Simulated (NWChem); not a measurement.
System meant: GeH4TeS; SMILES S[Te][GeH3]

Input file for NWChem:

```
start job
memory heap 200 mb stack 900 mb global 1100 mb
geometry units angstroms noautoz
  Te    -0.706734     0.633183    -0.087184
  S      1.482104     1.664557     0.141675
  H      1.756381     1.741625    -1.180843
  Ge     0.224233    -1.763893    -0.027776
  H      0.975985    -1.988382     1.293143
  H     -0.982570    -2.716677    -0.130497
  H      1.169690    -1.974246    -1.222254
end
basis spherical
  Te library def2-svp
  S library def2-svp
  H library def2-svp
  Ge library def2-svp
end
ecp
  Te library def2-ecp
end
dft
  xc b3lyp
  iterations 4
  mulliken
end
task dft energy
```

End of the output:

```
    Atom       Charge   Shell Charges
 -----------   ------   -------------------------------------------------------
    1 Te  24    23.94   1.23  0.75  1.06  0.74  2.73  3.17  2.07  2.04  9.55  0.59
    2 S   16    16.01   2.00  1.95  1.02  0.71  5.81  1.87  2.58  0.06
    3 H    1     1.02   0.63  0.32  0.08
    4 Ge  32    31.85   2.00  2.00  1.94  0.79  0.37  5.99  5.82  1.42  1.28  7.79  2.04  0.42
    5 H    1     1.05   0.61  0.41  0.03
    6 H    1     1.06   0.61  0.42  0.03
    7 H    1     1.06   0.61  0.42  0.03

 center of mass
 --------------
 x =  -0.14130538 y =   0.03799039 z =   0.01156306

 moments of inertia (a.u.)
 ------------------
        1407.864330740746           0.000000000000           0.000000000000
           0.000000000000         529.712535305030          -0.000000000000
           0.000000000000          -0.000000000000        1902.121938893304

     Multipole analysis of the density
     ---------------------------------

     L   x y z        total         alpha         beta         nuclear
     -   - - -        -----         -----         ----         -------
     0   0 0 0     -0.000000    -38.000000    -38.000000     76.000000

     1   1 0 0     -0.144995    -17.575977    -17.575977     35.006960
     1   0 1 0     -0.359769     17.527975     17.527975    -35.415720
     1   0 0 1     -0.354473     -0.035863     -0.035863     -0.282747

     2   2 0 0    -43.542982   -124.208588   -124.208588    204.874193
     2   1 1 0      0.165794    -36.570333    -36.570333     73.306460
     2   1 0 1     -1.435296      1.106693      1.106693     -3.648682
     2   0 2 0    -43.935525   -325.617310   -325.617310    607.299094
     2   0 1 1     -1.388890      1.411777      1.411777     -4.212444
     2   0 0 2    -44.518451    -30.991683    -30.991683     17.464916

 ------------------------------------------------------------------------
 dft energy failed                                                                                  0
 ------------------------------------------------------------------------
 ------------------------------------------------------------------------
  current input line :
    26: task dft energy
 ------------------------------------------------------------------------
 ------------------------------------------------------------------------
 This type of error is most commonly associated with calculations not reaching convergence criteria
 ------------------------------------------------------------------------
 For more information see the NWChem manual at https://nwchemgit.github.io

0:dft energy failed:Received an Error in Communication
```

### Question
Can this run be used? If not, why, and what is the fix?

### Answer
Convergence was not reached. Cause: the SCF was allowed too few iterations. This input runs:
```
start job
memory heap 200 mb stack 900 mb global 1100 mb
geometry units angstroms noautoz
  Te    -0.706734     0.633183    -0.087184
  S      1.482104     1.664557     0.141675
  H      1.756381     1.741625    -1.180843
  Ge     0.224233    -1.763893    -0.027776
  H      0.975985    -1.988382     1.293143
  H     -0.982570    -2.716677    -0.130497
  H      1.169690    -1.974246    -1.222254
end
basis spherical
  * library def2-svp
end
ecp
  Te library def2-ecp
end
dft
  xc b3lyp
  iterations 150
  mulliken
end
task dft energy
```
It converges to -2745.40410 Ha (B3LYP/def2-SVP with def2 effective core potentials on Te).
